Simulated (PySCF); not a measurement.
2-bromobut-1-en-3-yne (C4H3Br), SMILES C(C#C)(=C)Br. Atoms are numbered in the order given.

```xyz
8

C      1.0078     2.6774     0.0000
C      0.2601     1.7214     0.0000
C     -0.5994     0.5908     0.0000
C     -1.9395     0.6322     0.0000
Br     0.3127    -1.1022     0.0000
H      1.6668     3.5253     0.0000
H     -2.4482     1.5991     0.0000
H     -2.5393    -0.2789     0.0000
```

Geometry optimised at B3LYP-D3(BJ)/def2-SVP.

Two levels are set side by side: PBE/pcSseg-1 (PySCF) and KT2/pcSseg-1 (PySCF). GIAO shifts against TMS (¹H), TMS (¹³C) at the same level; non-relativistic, no solvent, atoms listed together averaged. Without spin–orbit terms, shifts of atoms bonded to Cl or Br come out too high at both levels. Differences are taken from unrounded values.

| quantity | KT2 | PBE | PBE minus KT2 |
|---|---|---|---|
| δ(¹³C) of C1 (ppm) | 83.8 | 91.3 | 7.5 |
| δ(¹³C) of C2 (ppm) | 81.8 | 87.9 | 6.1 |
| δ(¹³C) of C3 (ppm) | 125.1 | 134.3 | 9.2 |
| δ(¹³C) of C4 (ppm) | 128.4 | 135.8 | 7.4 |
| δ(¹H) of H6 (ppm) | 3.80 | 3.61 | -0.19 |

Rough cost on one machine, each run with all the roots and properties that it gave: KT2 against PBE within a factor of 2.
